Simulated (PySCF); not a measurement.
# Cost of response and excited-state runs on `OC[C@@H]1C[C@@H](Cl)[C@H]1Br`, C₅H₈BrClO

Molfile (atoms numbered from 1):
```
C5H8BrClO
     RDKit          3D

 16 16  0  0  0  0  0  0  0  0999 V2000
    1.4973    1.2770   -0.1255 O   0  0  0  0  0  0  0  0  0  0  0  0
    1.6252   -0.1259   -0.2096 C   0  0  0  0  0  0  0  0  0  0  0  0
    0.2474   -0.7640   -0.0786 C   0  0  2  0  0  0  0  0  0  0  0  0
   -0.8169   -0.1873   -1.0322 C   0  0  0  0  0  0  0  0  0  0  0  0
   -1.3843    0.6237    0.1357 C   0  0  1  0  0  0  0  0  0  0  0  0
   -3.1438    0.6250    0.3279 Cl  0  0  0  0  0  0  0  0  0  0  0  0
   -0.5534   -0.2161    1.1151 C   0  0  1  0  0  0  0  0  0  0  0  0
   -1.5363   -1.5920    2.0607 Br  0  0  0  0  0  0  0  0  0  0  0  0
    2.3608    1.6799   -0.2610 H   0  0  0  0  0  0  0  0  0  0  0  0
    2.2752   -0.5014    0.5946 H   0  0  0  0  0  0  0  0  0  0  0  0
    2.0637   -0.4192   -1.1737 H   0  0  0  0  0  0  0  0  0  0  0  0
    0.3576   -1.8484   -0.1061 H   0  0  0  0  0  0  0  0  0  0  0  0
   -0.4442    0.3993   -1.8673 H   0  0  0  0  0  0  0  0  0  0  0  0
   -1.5100   -0.9454   -1.3896 H   0  0  0  0  0  0  0  0  0  0  0  0
   -1.0504    1.6615    0.1336 H   0  0  0  0  0  0  0  0  0  0  0  0
    0.0045    0.3424    1.8646 H   0  0  0  0  0  0  0  0  0  0  0  0
  1  2  1  0
  2  3  1  0
  3  4  1  0
  4  5  1  0
  5  6  1  0
  5  7  1  0
  7  8  1  0
  7  3  1  0
  1  9  1  0
  2 10  1  0
  2 11  1  0
  3 12  1  1
  4 13  1  0
  4 14  1  0
  5 15  1  6
  7 16  1  1
M  END
```

PySCF with density fitting, on 1 thread of an Arm Neoverse V2, shared host. Command: `OMP_NUM_THREADS=1 python excited_run.py task.json out`

Q: How long does this run take, and how much memory?
- circular dichroism and optical rotation, CAM-B3LYP/def2-SVPD; 16 states

A: 
| run | level | basis functions | wall time | peak memory (GiB) |
| --- | --- | --- | --- | --- |
| circular dichroism and optical rotation | CAM-B3LYP/def2-SVPD | 255 | 3.3 min | 1.4 |

Times from a shared host are rough.
